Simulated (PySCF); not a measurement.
# Electron correlation in Be (beryllium, neutral)

[He] 2s1 2p1, high-spin 3P determinant (an excited configuration). All numbers are calculated (PySCF 2.14, the non-relativistic Hamiltonian (point nucleus), in aug-cc-pCVDZ). Frozen: nothing; 4 electrons correlated.

| level | correlation energy (mhartree) |
| --- | --- |
| CCSD | -38.98 |
| (T) | -0.02 |
| CCSD(T) | -39.00 |
| CCSDT | -39.00 |

Diagnostics: T1 = 0.0027, D1 = 0.0062, largest double amplitude 0.036.

Cost of the coupled-cluster step: roughly 0.17 core-seconds, for 4 correlated electrons.

Iterations:

```
CC2 = 0
CCSD nocc = (np.int64(3), np.int64(1)), nmo = (27, 27)
frozen orbitals [[], []]
max_cycle = 100
direct = 0
conv_tol = 1e-08
conv_tol_normt = 1e-06
diis_space = 8
diis_start_cycle = 0
Init t2, MP2 energy = -0.033398272580649
Init E_corr(UCCSD) = -0.0333982725808736
cycle = 1  E_corr(UCCSD) = -0.0375899892638954  dE = -0.00419171668  norm(t1,t2) = 0.021597
cycle = 2  E_corr(UCCSD) = -0.0384130207840881  dE = -0.00082303152  norm(t1,t2) = 0.0111393
cycle = 3  E_corr(UCCSD) = -0.0390138200802849  dE = -0.000600799296  norm(t1,t2) = 0.00608503
cycle = 4  E_corr(UCCSD) = -0.0389609594955543  dE = 5.28605847e-05  norm(t1,t2) = 0.000855466
cycle = 5  E_corr(UCCSD) = -0.038982330956834  dE = -2.13714613e-05  norm(t1,t2) = 8.89831e-05
cycle = 6  E_corr(UCCSD) = -0.0389801623211251  dE = 2.16863571e-06  norm(t1,t2) = 1.62133e-05
cycle = 7  E_corr(UCCSD) = -0.0389802166305822  dE = -5.43094571e-08  norm(t1,t2) = 2.80959e-06
cycle = 8  E_corr(UCCSD) = -0.0389802681457897  dE = -5.15152075e-08  norm(t1,t2) = 5.88001e-07
cycle = 9  E_corr(UCCSD) = -0.0389802631987663  dE = 4.94702342e-09  norm(t1,t2) = 7.79818e-08
UCCSD converged
E(UCCSD) = -14.55145079599619  E_corr = -0.03898026319876632
UCCSD(T) correction = -2.10193307044801e-05
```
